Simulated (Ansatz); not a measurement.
`B[CH]([GeH3])C=N` + `CNBF` → `C[N]([GeH3])BF` + `BCC=N`  (ligand exchange at a Ge–C bond)

Gas-phase electronic energies from Ansatz, PBE0-D4/def2-TZVP geometries. CCSD(T)/CBS adds triple-zeta CCSD(T) − MP2 to the extrapolated MP2 energy (def2 sets, frozen cores). This one scheme is used for every species. DFT in def2-TZVPP. For Ge outer-core shells are correlated without core-valence functions, which leaves a few kJ/mol of doubt a bond. Scalar relativity is left out up to krypton. One conformer a species, not always the lowest.

```
          level  ΔE (eV)
            PBE     0.22
           PBE0     0.19
  HF/def2-TZVPP    -0.11
CCSD/def2-TZVPP     0.07
```

What does CCSD(T)/CBS give? (Best estimate.)

Computed: +0.13 eV. The listed levels differ from it by 0.09, 0.06, -0.24, -0.06 eV.

Largest T1 diagnostic among the species: 0.013.

In def2-TZVPP, CCSD(T) changes the Hartree–Fock value by +0.22 eV (the triples alone add +0.03 eV) and MP2 by +0.25 eV. From PBE to PBE0 (25 % exact exchange), in def2-TZVPP and without D4, ΔE moves by −0.04 eV.
